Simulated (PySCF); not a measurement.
# Computed records: AlH$_{3}$N

Computed with PySCF 2.14.0. Calculation on a computer-drawn molecule: the log of a Hartree-Fock and frozen-core CCSD(T) single point meant for a local Hartree-Fock minimum, with one planted fault or none, to be diagnosed. Offsets are logged minus clean, where the clean run is the same molecule without the fault. The reference is restricted for singlets and unrestricted otherwise, and also for a bond in bohr or an excited solution. Adding or removing an electron swaps singlet and doublet. The excited solution moves the top pair (singlet) or top alpha electron (doublet) to the lowest empty orbital. Highest occupied and lowest empty are orbital energies over both spins, largest force is the largest gradient component, triples share is (T) over the correlation energy, the T1 limit is 0.02 restricted and 0.045 unrestricted, electrons count all cores, a negative frequency is imaginary (commonest isotopes), and the dipole is about the centre of nuclear charge.

Common to all runs: meant charge 0; meant multiplicity 2; meant basis cc-pV(D+d)Z; logged basis functions 52; logged SCF converged yes; logged CC converged yes; logged SCF stable within its kind yes; possible faults no fault, one electron removed, one electron added, multiplicity raised by two, geometry at a saddle point, SCF held on an excited solution, minimal basis STO-3G, one bond length entered in bohr, all coordinates scaled.

(1) AlH$_{3}$N

Logged structure:
```xyz
5
AlH3N
N      1.4810    -0.5624     0.1020
Al     1.0531    -0.0744    -1.5444
H      1.6558     0.0589     0.8698
H      1.5852    -1.5127     0.4103
H      0.8229    -1.2507    -2.5940
```

```
logged electrons                     : 22
logged spin squared                  : 0
logged highest occupied              : -16.594 eV
logged lowest empty                  : -6.9637 eV
logged largest force                 : 0.058537 hartree/bohr
logged T1 diagnostic                 : 0.020141
logged D1 diagnostic                 : 0.050822
logged triples share                 : 0.02526
logged dipole magnitude              : 3.8784 debye
logged energy HF                     : -297.83857 hartree
logged energy CCSD(T)                : -298.09177 hartree
planted fault                        : one electron removed
HF energy offset from clean run      : 173.2 kcal/mol
CCSD(T) energy offset from clean run : 173.8 kcal/mol
```

Drawn bonds:
```csv
atom,other atom,order
1,2,1
1,3,1
1,4,1
2,5,1
```

Notes: T1 above single-reference limit.

(2) AlH$_{3}$N

Logged structure:
```xyz
5
AlH3N
N      1.5817    -0.6006     0.1089
Al     1.1247    -0.0794    -1.6494
H      1.7684     0.0629     0.9289
H      1.6930    -1.6156     0.4382
H      0.8788    -1.3358    -2.7704
```

```
logged electrons                     : 23
logged spin squared                  : 0.7575
logged highest occupied              : -8.3154 eV
logged lowest empty                  : 1.1423 eV
logged largest force                 : 0.05137 hartree/bohr
logged T1 diagnostic                 : 0.02077
logged D1 diagnostic                 : 0.058626
logged triples share                 : 0.026745
logged dipole magnitude              : 0.99227 debye
logged energy HF                     : -298.09878 hartree
logged energy CCSD(T)                : -298.35941 hartree
planted fault                        : all coordinates scaled, by +6.8 %
HF energy offset from clean run      : 9.906 kcal/mol
CCSD(T) energy offset from clean run : 5.862 kcal/mol
```

Drawn bonds:
```csv
atom,other atom,order
1,2,1
1,3,1
1,4,1
2,5,1
```
